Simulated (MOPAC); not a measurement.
A run for MOPAC: AM1 on TeCl, 2S+1 = 2, a spin state set in the input, which need not be the lowest, a point of a bond scan (R = 2.321 Å).

```
AM1 1SCF PRECISE CHARGE=0 UHF MS=0.5 THREADS=1
ClTe

Cl     0.00000000 1     0.00000000 1     0.00000000 1
Te     0.00000000 1     0.00000000 1     2.32054900 1
```

The log:

```
*******************************************************************************
 **                                                                           **
 **                              MOPAC v23.2.5                                **
 **                                                                           **
 *******************************************************************************
 ** MOPAC's Digital Object Identifier: https://doi.org/10.5281/zenodo.6511958 **
 **                                                                           **
 ** Please cite the open-source release paper for use of this MOPAC version:  **
 ** J. E. Moussa and J. J. P. Stewart (2026)                                  **
 ** MOPAC: An open-source semiempirical molecular orbital program             **
 ** J. Open Source Softw., 11(119), 8025, https://doi.org/10.21105/joss.08025 **
 *******************************************************************************

                              AM1 CALCULATION RESULTS

 *******************************************************************************
 *  AM1        - The AM1 Hamiltonian to be used
 *  UHF        - UNRESTRICTED HARTREE-FOCK CALCULATION
 *
 *
 *
 *                 CHARGE ON SYSTEM = 0
 *
 *
 *
 *  MS=        - IN MECI, MAGNETIC COMPONENT OF SPIN =  0.5
 *  PRECISE    - TIGHTER CRITERIA TO BE USED
 *  1SCF       - DO 1 SCF AND THEN STOP
 *  THREADS=1  - MULTI-THREADING NOT USED
 *  T=         - A TIME OF 172800.0 SECONDS REQUESTED
 *  DUMP=N     - RESTART FILE WRITTEN EVERY 7200.0 SECONDS REQUESTED
 *******************************************************************************
AM1 1SCF PRECISE CHARGE=0 UHF MS=0.5 THREADS=1
 ClTe

   ATOM   CHEMICAL          X               Y               Z
  NUMBER   SYMBOL      (ANGSTROMS)     (ANGSTROMS)     (ANGSTROMS)

     1      Cl          0.00000000  *   0.00000000  *   0.00000000  *
     2      Te          0.00000000  *   0.00000000  *   2.32054900  *



          CARTESIAN COORDINATES

    NO.       ATOM           X           Y           Z

     1        Cl          0.0000      0.0000      0.0000
     2        Te          0.0000      0.0000      2.3205

 Cl: (AM1): M.J.S. DEWAR AND E. G. ZOEBISCH, THEOCHEM, 180, 1 (1988).
 Te: (AM1): J. J. P. STEWART, J. MOL. MOD., 10, 155-164 (2004)

           Empirical Formula: Cl Te  =     2 atoms



      MOLECULAR POINT GROUP   :   C*v


          UHF CALCULATION, NO. OF ALPHA ELECTRONS =    7
                           NO. OF BETA  ELECTRONS =    6

 -------------------------------------------------------------------------------
 AM1 1SCF PRECISE CHARGE=0 UHF MS=0.5 THREADS=1
 ClTe



     1SCF WAS SPECIFIED, SO BFGS WAS NOT USED
     SCF FIELD WAS ACHIEVED


                              AM1 CALCULATION
                                                       MOPAC v23.2.5 Linux




          FINAL HEAT OF FORMATION =         12.39444 KCAL/MOL =      51.85833 KJ/MOL


          COSMO AREA              =         95.34 SQUARE ANGSTROMS
          COSMO VOLUME            =         82.13 CUBIC ANGSTROMS

          IONIZATION POTENTIAL    =          7.001896 EV
          ALPHA SOMO LUMO (EV)    =         -7.786 -1.787
          BETA  SOMO LUMO (EV)    =         -7.002 -2.206
          NO. OF ALPHA ELECTRONS  =          7
          NO. OF BETA  ELECTRONS  =          6
          MOLECULAR WEIGHT        =        163.0530         POINT GROUP:  C*v

          MOLECULAR DIMENSIONS (Angstroms)

            Atom       Atom       Distance
           Te     2   Cl     1     2.32055
           Te     2   Cl     1     0.00000
           Cl     1   Te     2     0.00000


          SCF CALCULATIONS        =          1





   ATOM   CHEMICAL          X               Y               Z
  NUMBER   SYMBOL      (ANGSTROMS)     (ANGSTROMS)     (ANGSTROMS)

     1      Cl          0.00000000  *   0.00000000  *   0.00000000  *
     2      Te          0.00000000  *   0.00000000  *   2.32054900  *

                             CARTESIAN COORDINATES

   1   Cl        0.000000000     0.000000000     0.000000000
   2   Te        0.000000000     0.000000000     2.320549000


           Empirical Formula: Cl Te  =     2 atoms



      MOLECULAR POINT GROUP   :   C*v


          ALPHA EIGENVALUES
 -36.75772 -25.14007 -13.14781 -12.85977 -12.64726  -9.18359  -7.78602  -1.78703


           BETA EIGENVALUES
 -36.77070 -21.55953 -12.67032 -12.62777 -12.43672  -7.00190  -2.20641  -1.31534


              NET ATOMIC CHARGES AND DIPOLE CONTRIBUTIONS

  ATOM NO.   TYPE          CHARGE      No. of ELECS.   s-Pop       p-Pop
    1         Cl          -0.247611        7.2476     1.98833     5.25928
    2         Te           0.247611        5.7524     1.98196     3.77042
 DIPOLE           X         Y         Z       TOTAL
 POINT-CHG.     0.000     0.000     2.760     2.760
 HYBRID         0.000    -0.000    -0.935     0.935
 SUM            0.000    -0.000     1.825     1.825


          ATOMIC ORBITAL ELECTRON POPULATIONS

     Atom    s        px        py        pz
    1 Cl   1.98833   2.00000   1.95707   1.30221
    2 Te   1.98196   2.00000   1.04293   0.72749


                    (SZ)    =    0.500000
                    (S**2)  =    0.758043


          ATOMIC ORBITAL SPIN POPULATIONS

    Atom   Total    s     px     py     pz
         Atomic
    1 Cl -0.0418  0.001  0.000  0.043 -0.085
    2 Te  1.0418  0.001  0.000  0.957  0.084

 **********************
 *                    *
 * JOB ENDED NORMALLY *
 *                    *
 **********************




 == MOPAC DONE ==
```

The run finished.

Cost: around 0.03 core-seconds (rough).
